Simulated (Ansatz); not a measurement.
Reactions of CH$_{7}$FSi$_{2}$, SMILES `F[SiH2]C[SiH3]`.

Calculated with Ansatz (gas phase, PBE0-D4/def2-TZVP geometries, no zero-point term in ΔE). CCSD(T)/CBS is the MP2 limit (def2-TZVPP, def2-QZVPP) plus CCSD(T) − MP2 in def2-TZVPP, frozen cores. This one scheme is used for every species. No spin–orbit coupling; open shells (•) take unrestricted orbitals. Elements past krypton have def2 core potentials. For Sn outer-core shells are correlated without core-valence functions, which leaves a few kJ/mol of doubt a bond. One conformer a species, not always the lowest.

```csv
reaction,HF/CBS(def2) (kJ/mol),CCSD(T)/CBS(def2) (kJ/mol)
`F[SiH2]C[SiH3]` + `C#C[O][SnH2][NH2]` → `C#CO[SiH2]F` + `[NH2][SnH2][CH2][SiH3]`,-24,-24
`F[SiH2]C[SiH3]` + `B[SiH2]O` → `B[SiH2]O[SiH2]F` + `C[SiH3]`,-146,-123
`F[SiH2]C[SiH3]` + `[SiH3]Cl` → `F[SiH2][SiH2]Cl` + `C[SiH3]`,26,22
`F[SiH2]C[SiH3]` + `[CH3]`• → `F[SiH2]C[SiH2]`• + CH₄,-34,-61
```

Largest T1 diagnostic: 0.014, for `C#C[O][SnH2][NH2]`.
